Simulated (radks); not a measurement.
Spherical jellium clusters: N electrons in a uniform positive sphere of charge N and radius rs N^(1/3), rs = 4.84 bohr. Calculated with a radial shooting solver with Libxc functionals: non-relativistic Kohn-Sham, LDA (Slater exchange, Perdew-Wang correlation), spin-polarised, spherical densities. Levels are named by radial order and angular momentum (1s, 1p, 1d, 2s, ...), and open shells are averaged over m.

N = 10, configuration 1s2 1p6 1d(up 2, down 0). This is the lowest configuration that the search found. Occupied and some empty levels:

level    occupation  eigenvalue (eV)  <r> (bohr)
1s up             1          -3.8818       6.859
1s down           1          -3.7299       6.700
1p up             3          -3.1333       8.063
1p down           3          -2.9448       8.027
1d up             2          -2.1753       9.079
1d down           0          -1.9791       9.132
2s up             0          -1.6802       8.222
2s down           0          -1.5861       8.346
1f up             0          -1.0944       10.19
1f down           0         -0.91275       10.36
2p up             0         -0.72755       11.16
2p down           0         -0.64014       11.44

Energy (eV): total -17.5346, kinetic 12.580, external -309.19, Hartree 153.07, exchange-correlation -30.575, background 156.58.
